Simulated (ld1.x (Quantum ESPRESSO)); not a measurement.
# praseodymium (Pr) TM: all-electron and pseudo phase curves

```json
{"Element": "Pr", "Generator": "ld1.x (Quantum ESPRESSO) 7.5", "Type": "norm-conserving Troullier–Martins (Kleinman–Bylander form)", "Functional": "LDA (PZ)", "Relativity": "fully relativistic", "Frozen core": "[Xe] 4f2", "Valence charge": "3", "Reference configuration": "5d1 6s1.5 6p0 (charge +0.5)", "Partial waves": "6s (bound): rc 3.80 bohr; 6p (bound, empty): rc 3.90 bohr; 5d (bound): rc 2.90 bohr", "Local potential": "the d channel", "Core correction": "Bessel-smoothed model core inside 1.60 bohr"}
```

Open shells are filled in proportion to 2j + 1 (rel_dist='average').

The phase is arctan(r·u′/u) with u = r·R(r), unwrapped; energies in Ry, scanned from -2 to 5 Ry. A pole is an energy at which the radial function vanishes at the test radius. The pseudo phase is shifted by a multiple of π to meet the all-electron one at the reference energy, and phase errors are pseudo minus all-electron; the curves can meet again beyond the range given. Levels narrower than the energy grid can be missing from the lists of poles. Where the grid stepped over a known ghost or core level, its pole and its step of π were put in at the level’s energy.

A narrow feature of the pseudo curve, probably an extra level, lies near -0.14 Ry in the p1/2 channel; the grid steps over it, so the window and error are not given (n/a).

```json
{"channel": "s", "radius (bohr)": "4.23", "reference energy (Ry)": "-0.47", "poles, all-electron": "0.21, 3.69", "poles, pseudo": "-1.88, 0.20, 2.56", "unbroken range about the reference energy with phases within 0.05 rad": "-1.9 to 0.9", "phase error 1 Ry above the reference energy (rad)": "-0.013"}
{"channel": "p1/2", "radius (bohr)": "4.23", "reference energy (Ry)": "-0.27", "poles, all-electron": "0.77, 4.39", "poles, pseudo": "0.85, 3.92", "unbroken range about the reference energy with phases within 0.05 rad": "n/a", "phase error 1 Ry above the reference energy (rad)": "n/a"}
{"channel": "p3/2", "radius (bohr)": "4.23", "reference energy (Ry)": "-0.25", "poles, all-electron": "-1.90, 0.91, 4.60", "poles, pseudo": "-0.41, 0.94, 3.87", "unbroken range about the reference energy with phases within 0.05 rad": "-0.4 to 1.9", "phase error 1 Ry above the reference energy (rad)": "+0.011"}
{"channel": "d3/2", "radius (bohr)": "4.23", "reference energy (Ry)": "-0.44", "poles, all-electron": "-0.28, 2.10", "poles, pseudo": "-0.26, 2.09", "unbroken range about the reference energy with phases within 0.05 rad": "not even at the reference energy", "phase error 1 Ry above the reference energy (rad)": "+0.036"}
{"channel": "d5/2", "radius (bohr)": "4.23", "reference energy (Ry)": "-0.42", "poles, all-electron": "-0.25, 2.14", "poles, pseudo": "-0.26, 2.09", "unbroken range about the reference energy with phases within 0.05 rad": "not even at the reference energy", "phase error 1 Ry above the reference energy (rad)": "-0.044"}
```

Note: ghost states, extra bound levels that the all-electron valence spectrum of the same l lacks: s at -25.6 eV, p3/2 at -5.6 eV, p1/2 at -3.4 eV. A true bound ghost makes a file unfit for plane-wave use.

Phases in the p1/2 channel:

```csv
E (Ry),all-electron,pseudo
-2.00,1.399,1.374
-1.52,1.342,1.332
-1.04,1.259,1.247
-0.56,0.994,0.975
-0.08,-0.801,-0.750
0.40,-1.451,-1.427
0.88,-1.595,-1.577
1.36,-1.694,-1.675
1.84,-1.852,-1.835
2.32,-2.755,-3.048
2.80,-4.373,-4.472
3.28,-4.580,-4.629
3.76,-4.656,-4.696
4.24,-4.701,-4.744
4.72,-4.737,-4.796
```
